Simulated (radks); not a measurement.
Species: Hf II. Configuration: [Xe] 4f14 5d2 6s1 (not the ground configuration).

All-electron calculation, scalar-relativistic Kohn-Sham, PBEsol, spin-polarised, spherical densities, point nucleus; open shells are filled with parallel spins first (spin-orbit coupling, left out, can overturn this in heavy ions). Program: a radial shooting solver on a logarithmic mesh with Libxc functionals.

Energy parts (eV):
part                       energy
total                  -410168.67
kinetic                 449443.71
electron-nucleus      -1011593.07
Hartree                 160223.32
exchange-correlation     -8242.63

Orbitals (lengths in bohr, moments of r in powers of bohr; r(90%) holds 90 % of the orbital's charge):
orbital  occ.  eigenvalue (eV)  r(90%)      <r>      <r^2>       <r^4>
1s up       1        -65270.54  0.0345  0.01899  0.0004951   6.623e-07
1s down     1        -65270.53  0.0345  0.01899  0.0004951   6.623e-07
2s up       1        -11168.41   0.125  0.08039   0.007643   0.0001007
2s down     1        -11168.34   0.125  0.08039   0.007643   0.0001007
2p up       3        -9808.010   0.117  0.07174   0.006286  0.00007820
2p down     3        -9807.957   0.117  0.07174   0.006286  0.00007820
3s up       1        -2549.748   0.306   0.2087    0.04980    0.003735
3s down     1        -2549.737   0.306   0.2087    0.04980    0.003735
3p up       3        -2143.421   0.312   0.2086    0.05044    0.003991
3p down     3        -2143.407   0.312   0.2086    0.05044    0.003991
3d up       5        -1662.477   0.294   0.1890    0.04188    0.003096
3d down     5        -1662.441   0.294   0.1890    0.04188    0.003096
4s up       1        -518.8046   0.673   0.4683     0.2477     0.08919
4s down     1        -518.7633   0.673   0.4683     0.2477     0.08918
4p up       3        -385.5005   0.724   0.4978     0.2820      0.1190
4p down     3        -385.4595   0.724   0.4978     0.2820      0.1189
4d up       5        -213.3186   0.804   0.5353     0.3326      0.1802
4d down     5        -213.2623   0.804   0.5352     0.3324      0.1798
5s up       1         -74.1689    1.64    1.137      1.457       3.167
5s down     1         -73.4589    1.63    1.132      1.441       3.086
5p up       3         -42.8884    1.98    1.348      2.067       6.720
5p down     3         -41.8275    1.96    1.334      2.024       6.407
4f up       7         -23.7335    1.16   0.6799     0.6016       1.006
4f down     7         -23.5387    1.14   0.6743     0.5876      0.9294
6s up       1         -11.7006    4.54    3.132      11.02       182.6
5d up       2          -9.9265    3.59    2.262      6.122       71.77
5d down     0          -8.0072    3.53    2.217      5.910       68.81

The highest occupied level is 5d up at -9.926 eV. Spin moment in Bohr magnetons: 3. The density falls to 0.001 e/bohr^3 at r = 4.39 bohr.
